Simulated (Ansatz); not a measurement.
Reaction (substitution at a C–Si bond): `C[Si](C)(S)S` + `[NH2][In]([NH2])[OH]` → `C[O][In]([NH2])[NH2]` + `C[SiH](S)S`

Computed with Ansatz on PBE0-D4/def2-TZVP structures; ΔE is electronic, products minus reactants. CCSD(T)/CBS is the MP2 limit (def2-TZVPP, def2-QZVPP) plus CCSD(T) − MP2 in def2-TZVPP, frozen cores. DFT in def2-TZVPP. HSE06 is defined as in plane-wave codes. def2 core potentials past Kr. For In outer-core shells are correlated without core-valence functions, which leaves a few kJ/mol of doubt a bond. One conformer a species, not always the lowest.

`C[Si](C)(S)S`:

Z-matrix (Å, degrees):
```
C
Si 1 1.862
H 1 1.093 2 110.9
H 1 1.093 2 110.1 3 119.8
H 1 1.092 2 110.7 3 -120.7
C 2 1.864 1 111.6 3 -59.3
S 2 2.140 1 105.4 3 62.9
S 2 2.149 1 112.2 3 177.4
H 6 1.092 2 111.0 1 178.1
H 6 1.094 2 110.7 1 -61.7
H 6 1.093 2 110.1 1 57.9
H 7 1.344 2 94.6 1 178.6
H 8 1.345 2 94.5 1 82.1
```

`[NH2][In]([NH2])[OH]`:

Cartesian coordinates in Å:
```
N -1.727 -0.625 -0.397
In 0.066 0.135 0.146
N 1.668 0.418 -1.041
O 0.222 1.013 1.925
H -1.715 -1.312 -1.138
H -2.296 -0.982 0.358
H 1.860 -0.300 -1.725
H 2.522 0.632 -0.546
H -0.600 1.021 2.419
```

`C[O][In]([NH2])[NH2]`:

Cartesian coordinates in Å:
```
C -1.188 0.090 -1.851
O -0.060 -0.543 -1.317
In 0.537 -0.213 0.553
N -0.658 0.976 1.665
N 2.047 -1.403 1.148
H -2.105 -0.106 -1.276
H -1.071 1.182 -1.924
H -1.356 -0.284 -2.868
H -0.238 1.425 2.466
H -1.179 1.667 1.144
H 2.653 -1.036 1.868
H 2.618 -1.755 0.392
```

`C[SiH](S)S`:

Z-matrix (Å, degrees):
```
C
Si 1 1.860
H 1 1.093 2 110.6
H 1 1.092 2 110.8 3 120.2
H 1 1.092 2 110.0 3 -120.0
S 2 2.139 1 105.5 3 -59.3
S 2 2.138 1 113.5 3 177.4
H 2 1.484 1 111.7 3 62.0
H 6 1.343 2 94.6 1 -176.3
H 7 1.344 2 94.5 1 63.3
```

```
         level  ΔE (kJ/mol)
       BLYP-D4        101.1
     r2SCAN-D4        108.3
      HSE06-D4        107.9
       r2SCANh        108.1
         HSE06        105.0
         BHLYP         99.1
   HF/def2-SVP         75.5
CCSD/CBS(def2)        109.9
```

What does CCSD(T)/CBS give? (Estimate.)

Ansatz gave: +111.2 kJ/mol. The listed levels differ from it by -10.1, -2.9, -3.3, -3.1, -6.2, -12.1, -35.7, -1.3 kJ/mol.

Largest T1 diagnostic among the species: 0.015.

The D4 term adds +5.6 kJ/mol with B3LYP and +3.1 kJ/mol with PBE0; it sums over pairs of atoms, weighted by their polarisabilities, and B3LYP, whose exchange is more repulsive, gets the larger term. At CCSD(T), def2-SVP lies −26.9 kJ/mol from the extrapolated value and def2-TZVPP −4.0 kJ/mol.

B3LYP here is the variant with VWN-RPA as its local correlation; programs differ in this.
